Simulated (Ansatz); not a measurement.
Cartesian coordinates in Å:
```
N 0.4822 0.0148 -2.6336
C -0.2407 0.1945 -1.6324
F -1.5411 -0.1486 -1.7465
Si 0.1623 0.8547 0.1051
Ge -0.2367 -0.8517 1.7150
H 1.4385 0.3041 -2.4477
H 1.5913 1.2606 0.0717
H -0.6942 2.0399 0.3630
H -1.7103 -1.2769 1.6717
H 0.6528 -2.0670 1.4143
H 0.0959 -0.3245 3.1197
```

Charge 0, multiplicity 1.

**Question.** List the CAM-B3LYP/def2-TZVPP orbital energies in eV (the Gaussian-basis code of Ansatz). (An estimate is asked.)

**Answer.** Ansatz gave: Occupied: -10852.28, -1801.63, -1356.57, -1207.52, -1207.51, -1207.51, -674.10, -391.69, -282.11, -171.36, -146.23, -121.65, -121.64, -121.63, -101.56, -101.54, -101.54, -35.86, -35.22, -35.22, -35.20, -35.15, -35.15, -27.43, -19.58, -18.37, -17.13, -15.90, -15.16, -14.49, -12.67, -11.95, -11.42, -11.21, -10.96, -10.13, -9.47. Lowest empty: 0.19, 0.77, 1.26, 1.61, 1.64, 2.19, 2.66, 2.95.
